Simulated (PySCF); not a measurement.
# CH4ClFSi: core ionisation energies

Species: chloromethylfluorosilane, CH₄ClFSi.
Atom-mapped SMILES: `[F:1][SiH2:2][CH2:3][Cl:4]`

Method used: delta-SCF UKS SCAN, pcX-2 on the ionised atom, pcseg-1 elsewhere, spin-free X2C (PySCF 2.14.0). Binding energies are ΔSCF values: E(core-ionised, relaxed orbitals) − E(ground state) at a fixed geometry, referred to the vacuum level.

What binding energy does each computed site have?

| atom(s) | bonded to | level | binding energy (eV) | 2p1/2 (eV) | count |
| --- | --- | --- | --- | --- | --- |
| F1 | Si | F 1s | 692.52 | – | 1 |
| Si2 | F, C and 2 H | Si 2p3/2 | 108.35 | 108.98 | 1 |
| Si2 | F, C and 2 H | Si 1s | 1848.25 | – | 1 |
| C3 | Cl, 2 H and Si | C 1s | 292.26 | – | 1 |
| Cl4 | C | Cl 2p3/2 | 206.46 | 208.11 | 1 |
| Cl4 | C | Cl 1s | 2829.05 | – | 1 |

Give the binding energy of Cl 2p3/2 of Cl4 in hartree and in kJ/mol.

206.46 eV = 7.5873 Eh = 19920 kJ/mol.

Spin–orbit and ligand-field terms were added within each 2p shell after the spin-free SCF. 2p1/2 minus 2p3/2 (ligand field included): Si 0.63 eV, Cl 1.65 eV. One conformer (not necessarily the lowest) at the PBE0-D3(BJ)/def2-SVP geometry, without solvent, vibrations or thermal averaging.

The run took 26 s on an Arm Neoverse V1 with one thread, shared host.

Conformer computed: `[F:1][SiH2:2][CH2:3][Cl:4]`: F1–Si2–C3–Cl4 180°.
